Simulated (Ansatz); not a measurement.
`N[SiH2]C[SiH](N)Cl` + H₂S → `N[SiH](S)Cl` + `C[SiH2]N`  (ligand exchange at the Si–C bond)

Program: Ansatz. Geometries: PBE0-D4/def2-TZVP. ΔE: electronic, gas phase. CCSD(T)/CBS adds triple-zeta CCSD(T) − MP2 to the extrapolated MP2 energy (def2 sets, frozen cores). This one scheme is used for every species. DFT in def2-TZVPP. B3LYP here is the variant with VWN-RPA as its local correlation; programs differ in this. One conformer a species, not always the lowest.

`N[SiH2]C[SiH](N)Cl`:

Cartesian coordinates in Å:
```
N -1.164 0.972 -1.078
Si -1.635 -0.308 -0.006
C -0.190 -0.838 1.065
Si 1.467 -0.523 0.300
N 1.748 1.152 0.235
Cl 1.410 -1.444 -1.582
H -0.646 0.714 -1.907
H -1.871 1.652 -1.315
H -2.728 0.258 0.830
H -2.156 -1.514 -0.710
H -0.216 -0.294 2.015
H -0.292 -1.905 1.285
H 2.609 -1.166 0.988
H 2.661 1.515 0.013
H 1.003 1.727 -0.133
```

H₂S:

```xyz
3

S     0.118   -0.589   -0.151
H    -0.318    0.015    0.964
H     0.200    0.574   -0.813
```

`N[SiH](S)Cl`:

```xyz
8

N    -0.323   -1.373    0.158
Si   -0.269    0.318    0.096
S     1.724    0.842    0.607
Cl   -0.699    1.179   -1.737
H    -1.199   -1.856    0.272
H     0.363   -1.936   -0.318
H    -1.306    0.835    1.011
H     1.708    1.990   -0.089
```

`C[SiH2]N`:

```xyz
10

C    -0.631    0.830    0.933
Si   -0.003   -0.691    0.041
N     0.911   -0.415   -1.390
H    -1.197    0.545    1.825
H    -1.290    1.420    0.291
H     0.196    1.471    1.250
H    -1.174   -1.524   -0.347
H     0.872   -1.454    0.973
H     0.461   -0.114   -2.238
H     1.855   -0.069   -1.338
```

CCSD(T)/CBS gives -37.2 kJ/mol.

Another level gave -35.9 kJ/mol. Which?
A. r2SCAN-D4/def2-TZVPP
B. PBE0/def2-TZVPP
C. HF/def2-TZVPP
D. B3LYP-D4/def2-TZVPP

D. B3LYP-D4 -35.9, PBE0 -46.1, r2SCAN-D4 -40.1, HF/def2-TZVPP -52.3 kJ/mol.

Largest T1 diagnostic among the species: 0.010.

The D4 term adds +14.0 kJ/mol with B3LYP and +8.3 kJ/mol with PBE0; it sums over pairs of atoms, weighted by their polarisabilities, and B3LYP, whose exchange is more repulsive, gets the larger term. In def2-TZVPP, CCSD(T) changes the Hartree–Fock value by +19.0 kJ/mol (the triples alone add +2.0 kJ/mol) and MP2 by +16.2 kJ/mol.
